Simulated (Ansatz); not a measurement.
One change: `C=C[SiH](O)[SiH2]O` becomes `C=C[SiH](O)O[SiH2]O`.

Ansatz, PBE0-D4/def2-TZVP geometries, multiplicity 1. Each molecule was computed in one conformer, which needn't be the lowest.

```
                                      property  `C=C[SiH](O)[SiH2]O`
         HOMO–LUMO gap (B3LYP/def2-TZVPP) / eV                  6.21
            HOMO energy (PBE0/def2-TZVPP) / eV                 -7.38
           LUMO energy (B3LYP/def2-TZVPP) / eV                 -0.98
             LUMO energy (PBE/def2-TZVPP) / eV                 -1.70
         HOMO energy (ωB97M-V/def2-TZVPP) / eV                 -9.47
size of the dipole moment (PBE/def2-TZVPP) / D                  1.03
```

(1) Give the same properties after the change, and the shifts. (An estimate is asked.)

## Answers

(1) The calculation gave: 
| property | `C=C[SiH](O)O[SiH2]O` | shift |
| --- | --- | --- |
| HOMO–LUMO gap (B3LYP/def2-TZVPP) / eV | 7.01 | 0.80 |
| HOMO energy (PBE0/def2-TZVPP) / eV | -8.20 | -0.82 |
| LUMO energy (B3LYP/def2-TZVPP) / eV | -0.96 | 0.02 |
| LUMO energy (PBE/def2-TZVPP) / eV | -1.74 | -0.04 |
| HOMO energy (ωB97M-V/def2-TZVPP) / eV | -10.46 | -0.99 |
| size of the dipole moment (PBE/def2-TZVPP) / D | 1.50 | 0.47 |

Dipoles are sizes alone; their direction can turn.

B3LYP here is the variant with VWN-RPA as its local correlation; programs differ in this.
